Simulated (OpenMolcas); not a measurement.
Os6+ in a point-charge field

Os6+ among 6 point charges of -1.7 e arranged as a tetragonal octahedron (D4h), 2.05 Å from the ion, with the axial distance 2.255 Å.

- Program: OpenMolcas
- Method: SS-CASPT2, IPEA 0.25 Eh, imaginary shift 0.1 Eh (closed shells correlated: 5s 5p)
- Basis: ANO-RCC-VTZP [8s7p5d3f2g1h]
- Scalar Hamiltonian: DKH2, point nucleus
- Active space: 2 electrons in 5 orbitals (5d)
- State averaging: 2S+1 = 3 even, 10 roots; 2S+1 = 1 even, 15 roots
- Spin-orbit coupling: state interaction with AMFI integrals over the reference wave functions

The lowest spin-free states (labels of D4, the rotations of D4h), above the lowest:

```json
{"State": "3A2", "Degeneracy": "1", "E (cm-1)": "0", "Free-ion L (%)": "F (96)"}
{"State": "3E", "Degeneracy": "2", "E (cm-1)": "1390", "Free-ion L (%)": "F (100)"}
{"State": "3B2", "Degeneracy": "1", "E (cm-1)": "5130", "Free-ion L (%)": "F (100)"}
{"State": "3E", "Degeneracy": "2", "E (cm-1)": "5930", "Free-ion L (%)": "F (97)"}
{"State": "1B2", "Degeneracy": "1", "E (cm-1)": "10680", "Free-ion L (%)": "D (85)"}
{"State": "3B1", "Degeneracy": "1", "E (cm-1)": "11420", "Free-ion L (%)": "F (100)"}
{"State": "1B1", "Degeneracy": "1", "E (cm-1)": "11540", "Free-ion L (%)": "D (70)"}
{"State": "1E", "Degeneracy": "2", "E (cm-1)": "12830", "Free-ion L (%)": "D (87)"}
{"State": "1A1", "Degeneracy": "1", "E (cm-1)": "14100", "Free-ion L (%)": "D (69)"}
{"State": "3E", "Degeneracy": "2", "E (cm-1)": "15840", "Free-ion L (%)": "P (97)"}
{"State": "1E", "Degeneracy": "2", "E (cm-1)": "19000", "Free-ion L (%)": "G (98)"}
{"State": "1B2", "Degeneracy": "1", "E (cm-1)": "19330", "Free-ion L (%)": "G (85)"}
{"State": "1A1", "Degeneracy": "1", "E (cm-1)": "20340", "Free-ion L (%)": "G (84)"}
{"State": "3A2", "Degeneracy": "1", "E (cm-1)": "20880", "Free-ion L (%)": "P (96)"}
{"State": "1E", "Degeneracy": "2", "E (cm-1)": "22520", "Free-ion L (%)": "G (89)"}
{"State": "1B1", "Degeneracy": "1", "E (cm-1)": "24870", "Free-ion L (%)": "G (70)"}
{"State": "1A2", "Degeneracy": "1", "E (cm-1)": "26660", "Free-ion L (%)": "G (100)"}
{"State": "1A1", "Degeneracy": "1", "E (cm-1)": "27290", "Free-ion L (%)": "G (81)"}
{"State": "1A1", "Degeneracy": "1", "E (cm-1)": "47930", "Free-ion L (%)": "S (94)"}
```

The lowest levels with spin-orbit coupling:

| E (cm-1) | Degeneracy | Label | 2S+1 | g |
| --- | --- | --- | --- | --- |
| 0 | 1 | A1 | 3 |  |
| 880 | 1 | B1 | 3 (89 %) |  |
| 1270 | 2 | E | 3 (88 %) | 0.00 0.00 1.93 |
| 2230 | 1 | B2 | 3 (84 %) |  |
| 10910 | 1 | A2 | 3 |  |
| 10980 | 2 | E | 3 | 0.00 0.00 0.49 |
| 12030 | 1 | B2 | 3 |  |
| 13220 | 2 | E | 3 | 0.00 0.00 4.28 |
| 13680 | 1 | B1 | 3 |  |
| 15870 | 1 | A1 | 3 (88 %) |  |
| 18500 | 1 | A1 | 3 (88 %) |  |
| 18590 | 2 | E | 3 (84 %) | 0.00 0.00 0.86 |
| 18660 | 1 | B1 | 3 (59 %) |  |
| 20300 | 1 | A2 | 3 |  |
| 20750 | 1 | B2 | 3 (53 %) |  |
| 21190 | 1 | B1 | 3 (74 %) |  |
| 21400 | 1 | A1 | 3 (70 %) |  |
| 21450 | 2 | E | 3 (59 %) | 0.00 0.00 1.45 |
| 22940 | 1 | A1 | 3 (59 %) |  |
| 23360 | 2 | E | 3 (68 %) | 0.00 0.00 5.73 |

Powder χT (cm3 K/mol): 0 at 2 K, 0.00288 at 10 K, 0.0144 at 50 K, 0.0288 at 100 K, 0.0577 at 200 K, 0.0876 at 300 K. The effective moment at 300 K is 2.828 √(χT) = 0.84 μB.

The lowest level has 2S+1 = 3, for which the spin-only value is χT = S(S+1) / 2 = 1.000 cm3 K/mol (g = 2). The computed 0.088 at 300 K differs by -0.912, through orbital momentum, spin-orbit coupling and any other state in reach.

Spin-orbit coupling mixes the spin-free states strongly: the lowest level takes only 45 % from its leading state, 3A2. Free-ion shares, where given, are those of the reference states; single-state CASPT2 does not remix them. This is an electrostatic model: the charges have no orbitals. No measured value stands beside these numbers.

With an even number of electrons the g values are those of a degenerate or nearly degenerate non-Kramers pair.
